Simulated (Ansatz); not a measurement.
dimethylacetylene (C$_{4}$H$_{6}$), singlet, geometry from GFN2-xTB, atoms displaced at random by about 0.02 Å a coordinate; HF/3-21G (Ansatz, a program for electronic structure).

Here is a job for Ansatz.
Ansatz 0.2 input:
```yaml
crystal:
  periodic: [false, false, false]
  atoms:
    - {symbol: C, position_ang: [0.00768014, 0.04350953, 2.07478604]}
    - {symbol: C, position_ang: [-0.00398046, 0.05335757, 0.63182078]}
    - {symbol: C, position_ang: [-0.01298949, 0.00283346, -0.58728575]}
    - {symbol: C, position_ang: [0.01227877, -0.04503400, -2.04412697]}
    - {symbol: H, position_ang: [-0.04367961, 1.01964862, 2.40171407]}
    - {symbol: H, position_ang: [-0.84587170, -0.52964893, 2.40093981]}
    - {symbol: H, position_ang: [0.87992744, -0.47659917, 2.42030497]}
    - {symbol: H, position_ang: [-0.02717078, 1.04127990, -2.41224660]}
    - {symbol: H, position_ang: [0.89981982, -0.51356415, -2.41279464]}
    - {symbol: H, position_ang: [-0.89164123, -0.50981184, -2.43706552]}
basis:
  gaussian:
    orbitals: 3-21G.json
hamiltonian:
  xc: hf
relax: {max_displacement: 0.5}
```
The basis file holds 3-21G in the JSON format of the Basis Set Exchange.

What does Ansatz print? Leave out banner, timings and long lists.


```
Functional definition: HF
684 factors; integrals over basis functions are off by at most 6.1e-4 eV
mean field evaluation 1: about -4190.2345 eV, gradient 2.2e1 eV
mean field evaluation 2: about -4190.2322 eV, gradient 2.2e1 eV
mean field evaluation 4: about -4191.7351 eV, gradient 1.6e0 eV
mean field evaluation 8: about -4191.7434 eV, gradient 6.6e-3 eV
mean field -4191.74336699 eV, -154.0437274713 hartree, gradient 1.6e-5 eV, S^2 0.000000; 0 other end points of the search recorded, 0 dependent functions left out
the calculation of the forces begins
reference -4191.74336699 eV, -154.0437274713 hartree; 15, 15 occupied and 33, 33 virtual orbitals, 684 factors
relax step   1: F+E_penalty+E_count = -4191.74336699 eV  Δ(F+E_penalty+E_count) = +0.000e0 eV  max|allowed force component| = 4.864e0 eV/Å  Δτ_max = 0.0000 Å  (30 SCF iters, accepted)
these checks for a lower state are left out or cut short: starts, cluster_reference, orbital_swaps, neighbouring_geometries, increment
684 factors; integrals over basis functions are off by at most 5.7e-4 eV
mean field evaluation 16: about -4191.9947 eV, gradient 5.4e-5 eV
mean field -4191.99473885 eV, -154.0529652165 hartree, gradient 5.4e-5 eV, S^2 0.000000; 0 other end points of the search recorded, 0 dependent functions left out
the calculation of the forces begins
reference -4191.99473885 eV, -154.0529652165 hartree; 15, 15 occupied and 33, 33 virtual orbitals, 684 factors
relax step   2: F+E_penalty+E_count = -4191.99473885 eV  Δ(F+E_penalty+E_count) = -2.514e-1 eV  max|allowed force component| = 7.176e-1 eV/Å  Δτ_max = 0.0473 Å  (30 SCF iters, accepted)
these checks for a lower state are left out or cut short: starts, cluster_reference, orbital_swaps, neighbouring_geometries, increment
684 factors; integrals over basis functions are off by at most 5.5e-4 eV
mean field -4192.01171187 eV, -154.0535889637 hartree, gradient 4.9e-5 eV, S^2 0.000000; 0 other end points of the search recorded, 0 dependent functions left out
the calculation of the forces begins
reference -4192.01171187 eV, -154.0535889637 hartree; 15, 15 occupied and 33, 33 virtual orbitals, 684 factors
relax step   3: F+E_penalty+E_count = -4192.01171187 eV  Δ(F+E_penalty+E_count) = -1.697e-2 eV  max|allowed force component| = 1.053e-1 eV/Å  Δτ_max = 0.0159 Å  (24 SCF iters, accepted)
these checks for a lower state are left out or cut short: starts, cluster_reference, orbital_swaps, neighbouring_geometries, increment
684 factors; integrals over basis functions are off by at most 5.5e-4 eV
mean field -4192.01291726 eV, -154.0536332610 hartree, gradient 5.3e-5 eV, S^2 0.000000; 0 other end points of the search recorded, 0 dependent functions left out
the calculation of the forces begins
reference -4192.01291726 eV, -154.0536332610 hartree; 15, 15 occupied and 33, 33 virtual orbitals, 684 factors
relax step   4: F+E_penalty+E_count = -4192.01291726 eV  Δ(F+E_penalty+E_count) = -1.205e-3 eV  max|allowed force component| = 3.052e-3 eV/Å  Δτ_max = 0.0157 Å  (24 SCF iters, accepted)
684 factors; integrals over basis functions are off by at most 5.5e-4 eV
mean field evaluation 32: about -4190.5116 eV, gradient 2.2e1 eV
mean field -4192.01291726 eV, -154.0536332610 hartree, gradient 5.1e-5 eV, S^2 0.000000; 1 other end points of the search recorded, 0 dependent functions left out
the calculation of the forces begins
reference -4192.01291726 eV, -154.0536332610 hartree; 15, 15 occupied and 33, 33 virtual orbitals, 684 factors
Total energy: -4192.01291726 eV, -154.0536332610 hartree
Atom 0 at    -0.003383     0.017102     2.065172 Å, force    -0.000241    -0.002116    -0.001881 eV/Å
Atom 1 at    -0.003288     0.011905     0.598034 Å, force    -0.000432    -0.001264     0.002103 eV/Å
Atom 2 at    -0.002923     0.006774    -0.590835 Å, force     0.000960     0.000681    -0.002410 eV/Å
Atom 3 at    -0.001769     0.000153    -2.057982 Å, force     0.000224    -0.000016     0.003051 eV/Å
Atom 4 at    -0.025472     1.033173     2.443119 Å, force    -0.000044     0.001137    -0.000941 eV/Å
Atom 5 at    -0.871222    -0.508343     2.448022 Å, force    -0.000145     0.000515     0.000401 eV/Å
Atom 6 at     0.886595    -0.470053     2.447806 Å, force     0.000280     0.000415     0.001173 eV/Å
Atom 7 at    -0.023956     1.013280    -2.443726 Å, force    -0.000240     0.001227    -0.000673 eV/Å
Atom 8 at     0.888821    -0.489449    -2.436021 Å, force     0.000162    -0.000298    -0.000878 eV/Å
Atom 9 at    -0.869030    -0.528571    -2.437544 Å, force    -0.000524    -0.000282     0.000056 eV/Å
Dipole moment:     0.000288    -0.000389    -0.000003 e Å
```
